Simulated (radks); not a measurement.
Results of a calculation; reference values are marked as such.
Effect of the nuclear size on the krypton ion Kr3+, [Ar] 3d10 4s2 4p3. Code: a radial shooting solver on a logarithmic mesh with Libxc functionals. Model: Dirac Kohn-Sham, relativistic LDA (MacDonald-Vosko exchange, VWN5 correlation), spin-unpolarised, spherical densities, finite nucleus; open shells fill j = l - 1/2 first; Fermi nuclear charge, rms radius 4.1884 fm. The rms radius is varied about that value; shifts are against it.

rms radius (fm),total energy shift (eV),density at nucleus (e/bohr^3),1s1/2 shift (meV),2s1/2 shift (meV),3p1/2 shift (meV),4s1/2 shift (meV)
3.5643,-0.172,4.956e+04,-72.5,-7.34,0.120,-0.149
4.0292,-0.0462,4.908e+04,-19.5,-1.98,0.032,-0.040
4.1884,0,4.893e+04,0.000,0.000,0.000,0.000
4.3643,0.0530,4.877e+04,22.4,2.27,-0.037,0.046
4.6617,0.147,4.851e+04,62.1,6.29,-0.103,0.127

Slopes of the eigenvalues against <r^2> in GHz/fm^2, as finite differences over the two radii next to the reference (eigenvalue slopes, not the field-shift constants of lines): 1s1/2 3600, 2s1/2 365, 3p1/2 -5.97, 4s1/2 7.39.
